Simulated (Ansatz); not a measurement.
The inner images of a band of AsH3 + BF2HO (9 atoms, charge 0, multiplicity 1) are given out of order.

Theory: RKS PBE-D4/def2-SVP in Ansatz 0.2.0.

Initial state:

```xyz
9
Properties=species:S:1:pos:R:3
B -1.323 -0.904 0.313
O -1.941 0.303 0.336
F -1.498 -1.779 -0.685
F -0.519 -1.241 1.319
H 0.689 0.923 -0.468
As 2.024 0.161 -0.348
H -2.486 0.447 -0.459
H 2.280 0.777 1.038
H 2.775 1.313 -1.044
```

Final state:

```xyz
9
Properties=species:S:1:pos:R:3
B -0.270 -0.846 0.207
O -1.111 0.715 0.192
F -0.873 -1.440 -0.876
F -0.609 -1.363 1.412
H -0.425 1.321 -0.167
As 1.771 -0.379 -0.057
H -1.775 0.611 -0.525
H 1.777 0.739 1.006
H 1.514 0.641 -1.192
```

Task: Put them in order from the first end to the last, with their energies above the first end.
A.
```xyz
9
Properties=species:S:1:pos:R:3
B -0.594 -0.770 0.205
O -1.272 0.608 0.253
F -0.926 -1.460 -0.915
F -0.643 -1.397 1.395
H -0.025 0.722 0.066
As 1.645 -0.183 -0.071
H -1.701 0.759 -0.616
H 1.874 0.940 0.955
H 1.641 0.781 -1.271
```
B.
```xyz
9
Properties=species:S:1:pos:R:3
B -0.388 -0.847 0.207
O -1.159 0.663 0.223
F -0.923 -1.475 -0.884
F -0.645 -1.399 1.414
H -0.246 1.039 0.035
As 1.701 -0.292 -0.064
H -1.663 0.731 -0.619
H 1.775 0.886 0.939
H 1.547 0.693 -1.251
```
C.
```xyz
9
Properties=species:S:1:pos:R:3
B -1.342 -0.931 0.281
O -1.988 0.257 0.389
F -1.173 -1.549 -0.896
F -0.860 -1.511 1.378
H 0.633 0.840 -0.091
As 2.005 0.135 -0.142
H -2.290 0.593 -0.473
H 2.573 1.142 0.877
H 2.441 1.025 -1.322
```
D.
```xyz
9
Properties=species:S:1:pos:R:3
B -1.111 -0.804 0.242
O -1.729 0.409 0.320
F -0.952 -1.448 -0.925
F -0.736 -1.419 1.363
H 0.390 0.526 0.050
As 1.817 -0.026 -0.101
H -1.865 0.788 -0.567
H 2.225 1.049 0.919
H 1.960 0.926 -1.301
```
E.
```xyz
9
Properties=species:S:1:pos:R:3
B -1.324 -0.912 0.300
O -1.967 0.281 0.374
F -1.323 -1.656 -0.812
F -0.678 -1.368 1.370
H 0.642 0.854 -0.294
As 2.006 0.136 -0.247
H -2.388 0.520 -0.471
H 2.419 0.963 0.983
H 2.613 1.182 -1.202
```
F.
```xyz
9
Properties=species:S:1:pos:R:3
B -0.885 -0.747 0.226
O -1.512 0.495 0.300
F -0.906 -1.445 -0.926
F -0.627 -1.392 1.368
H 0.250 0.579 0.056
As 1.675 -0.101 -0.087
H -1.742 0.792 -0.599
H 1.999 0.974 0.955
H 1.748 0.844 -1.292
```
G.
```xyz
9
Properties=species:S:1:pos:R:3
B -1.258 -0.874 0.265
O -1.877 0.332 0.359
F -1.038 -1.476 -0.912
F -0.878 -1.497 1.377
H 0.523 0.616 0.033
As 1.951 0.060 -0.125
H -2.052 0.716 -0.519
H 2.462 1.133 0.854
H 2.167 0.991 -1.333
```

Result: E (0.00 eV), C (+0.01 eV), G (+0.03 eV), D (+0.18 eV), F (+0.73 eV), A (+1.60 eV), B (+1.08 eV).

Run time: 3 min on 2 threads of Arm Neoverse V2, with other jobs on the host, peak memory 0.14 GiB.
